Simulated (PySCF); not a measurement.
## NMR data sheet: C₁₀H₁₀O₃

| Quantity | Value |
| --- | --- |
| Formula | C10H10O3 |
| SMILES | COC(=O)c1ccc(C(C)=O)cc1 |
| Point group of the computed structure | C1 |
| Degrees of unsaturation | 6 |
| Carbon signals | 8 |
| Proton signals | 4 |

Molfile (atoms numbered from 1):
```
C10H10O3
     RDKit          3D

 23 23  0  0  0  0  0  0  0  0999 V2000
    4.6152   -0.2778    0.2426 C   0  0  0  0  0  0  0  0  0  0  0  0
    3.2632    0.1391    0.1838 O   0  0  0  0  0  0  0  0  0  0  0  0
    2.3543   -0.8390    0.1323 C   0  0  0  0  0  0  0  0  0  0  0  0
    2.6421   -2.0095    0.1325 O   0  0  0  0  0  0  0  0  0  0  0  0
    0.9602   -0.3182    0.0755 C   0  0  0  0  0  0  0  0  0  0  0  0
    0.6710    1.0518    0.1008 C   0  0  0  0  0  0  0  0  0  0  0  0
   -0.6485    1.4783    0.0471 C   0  0  0  0  0  0  0  0  0  0  0  0
   -1.6952    0.5510   -0.0342 C   0  0  0  0  0  0  0  0  0  0  0  0
   -3.0978    1.0821   -0.0912 C   0  0  0  0  0  0  0  0  0  0  0  0
   -4.2359    0.0995   -0.1989 C   0  0  0  0  0  0  0  0  0  0  0  0
   -3.3001    2.2754   -0.0533 O   0  0  0  0  0  0  0  0  0  0  0  0
   -1.3983   -0.8178   -0.0592 C   0  0  0  0  0  0  0  0  0  0  0  0
   -0.0786   -1.2500   -0.0036 C   0  0  0  0  0  0  0  0  0  0  0  0
    4.8050   -0.8586    1.1575 H   0  0  0  0  0  0  0  0  0  0  0  0
    4.8687   -0.9064   -0.6236 H   0  0  0  0  0  0  0  0  0  0  0  0
    5.2199    0.6363    0.2413 H   0  0  0  0  0  0  0  0  0  0  0  0
    1.4893    1.7703    0.1631 H   0  0  0  0  0  0  0  0  0  0  0  0
   -0.9073    2.5388    0.0662 H   0  0  0  0  0  0  0  0  0  0  0  0
   -4.1413   -0.5102   -1.1108 H   0  0  0  0  0  0  0  0  0  0  0  0
   -4.2416   -0.5919    0.6579 H   0  0  0  0  0  0  0  0  0  0  0  0
   -5.1804    0.6554   -0.2267 H   0  0  0  0  0  0  0  0  0  0  0  0
   -2.1989   -1.5569   -0.1222 H   0  0  0  0  0  0  0  0  0  0  0  0
    0.1753   -2.3116   -0.0201 H   0  0  0  0  0  0  0  0  0  0  0  0
  1  2  1  0
  2  3  1  0
  3  4  2  0
  3  5  1  0
  5  6  1  0
  6  7  2  0
  7  8  1  0
  8  9  1  0
  9 10  1  0
  9 11  2  0
  8 12  2  0
 12 13  1  0
 13  5  2  0
  1 14  1  0
  1 15  1  0
  1 16  1  0
  6 17  1  0
  7 18  1  0
 10 19  1  0
 10 20  1  0
 10 21  1  0
 12 22  1  0
 13 23  1  0
M  END
```

Computed data (PySCF 2.14): geometry: PBE0-D3(BJ)/def2-SVP, NMR shieldings at PBE0/pcSseg-1/GIAO, J: B3LYP/pcJ-1 (without the spin–dipole term). No solvent model, one averaged value for each set of equivalent atoms, non-relativistic, one conformer.

Chemical shifts δ = σref − σ; TMS for ¹H (σref 31.27), ¹³C (σref 184.41); ¹⁷O (σref 334.56) against H2O, all at this level.

| carbon | δC, type | δH (multiplicity, J in Hz) | HMBC from (abs. J ≥ 3 Hz) | span of the C tensor (ppm) |
| --- | --- | --- | --- | --- |
| C1 | 52.6, CH3 | 3.90 (s) | – | 73 |
| C3 | 169.5, C | – | H17/H23, H14/H15/H16 | 150 |
| C5 | 137.4, C | – | H18/H22 | 211 |
| C6/C13 | 136.0, CH | 8.40 (d, 9.2) | H17/H23 | 234 |
| C7/C12 | 133.8, CH | 8.20 (d, 9.2) | H18/H22 | 229 |
| C8 | 142.2, C | – | H17/H23 | 214 |
| C9 | 198.2, C | – | H18/H22, H19/H20/H21 | 202 |
| C10 | 27.7, CH3 | 2.59 (s) | – | 46 |

Other nuclei:
| atoms | nucleus | environment | δ (ppm) | σ (ppm) |
| --- | --- | --- | --- | --- |
| O11 | ¹⁷O | ketone oxygen | 664.2 | -329.6 |
| O4 | ¹⁷O | ester carbonyl oxygen | 419.3 | -84.7 |
| O2 | ¹⁷O | ester alkoxy oxygen | 179.0 | 155.6 |

Selected couplings (Hz, signed; the shortest-range and largest first, 30 at most; isotopes ¹³C, ¹H): ¹J(C6,H17) 173.9, ¹J(C7,H18) 170.5, ¹J(C1,H14) 152.5, ¹J(C10,H19) 134.7, ³J(H17,H18) 9.2.

- Carbon types of the structure: 4 × C, 4 × CH, 2 × CH3, which accounts for all hydrogens.
- δC 198.2: ketone carbonyl carbon; low-lying n→π* states of the double bond to the heteroatom give a large paramagnetic term (-256 ppm).
- δC 169.5: ester carbonyl carbon; it is a carbonyl in resonance with an O or N lone pair, the region of acids, esters and amides.
- δC 142.2, 137.4: substituted aromatic carbon.
- δC 136.0, 133.8: aromatic CH; the aromatic region.
- δH 2.59: hydrogen on a methyl carbon α to a carbonyl; α to C=O.
- The protons at 8.40 and 8.20 share a coupling of 9.2 Hz (vicinal, an ortho-type coupling).

Splittings below 1 Hz are ignored in the labels, and close J values are merged. Couplings among chemically equivalent protons are left out too, so labels in AA′BB′ or AA′XX′ sets are apparent multiplicities. Unscaled 3J(H,H) at this level run about 10 % above measured values. Shifts are as computed. Against solution values, carbons near 30 ppm lie about +2 ppm off and those near 130 ppm about +5 ppm (rms about the fit 1.9 ppm; single classes can miss by 10 ppm). Of 1328 compounds with measured shifts, 309 miss one by over three times the rms of a fit or turn the order of signals round; such compounds aren't used in these exercises. Signals without a measured value on file couldn't be tested in this way; 1H shifts scatter by 0.2 ppm about their fit, and single ones miss by 0.5 ppm. Unscaled 17O shifts of doubly bonded oxygen tend to come out too high, by tens of ppm or more. Experimental scales use liquid or dissolved standards, which lie at an offset from isolated H2O (liquid H2O: subtract about 36 ppm).
